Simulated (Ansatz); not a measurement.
One change: `[CH3][Sc]([CH3])[NH2]` becomes `[CH3][Sc]([CH3])[CH3]`.

Ansatz, PBE0-D4/def2-TZVP geometries, multiplicity 1. Each molecule was computed in one conformer, which needn't be the lowest.

Scalar relativity is left out up to krypton.

```csv
property,`[CH3][Sc]([CH3])[NH2]`
LUMO energy (B3LYP/def2-TZVPP) / eV,-1.90
HOMO energy (ωB97M-V/def2-TZVPP) / eV,-8.89
LUMO energy (PBE0/def2-TZVPP) / eV,-1.50
HOMO–LUMO gap (ωB97M-V/def2-TZVPP) / eV,8.86
HOMO energy (PBE0/def2-TZVPP) / eV,-6.55
HOMO energy (PBE/def2-TZVPP) / eV,-5.24
```

Question: Give the same properties after the change, and the shifts. (An estimate is asked.)

Answer: Ansatz gave: 
```
                               property  `[CH3][Sc]([CH3])[CH3]`  shift
    LUMO energy (B3LYP/def2-TZVPP) / eV                    -2.17  -0.27
  HOMO energy (ωB97M-V/def2-TZVPP) / eV                    -9.03  -0.14
     LUMO energy (PBE0/def2-TZVPP) / eV                    -1.77  -0.27
HOMO–LUMO gap (ωB97M-V/def2-TZVPP) / eV                     8.68  -0.18
     HOMO energy (PBE0/def2-TZVPP) / eV                    -6.69  -0.14
      HOMO energy (PBE/def2-TZVPP) / eV                    -5.40  -0.16
```

With PBE0 the HOMO falls by 0.14 eV and the LUMO falls by 0.27 eV, so the gap narrows by about 0.13 eV. PBE moves the HOMO by -0.16 eV and ωB97M-V by -0.14 eV. The zero-point energy changes by 23.2 kJ/mol with +3 modes.

B3LYP here is the variant with VWN-RPA as its local correlation; programs differ in this.
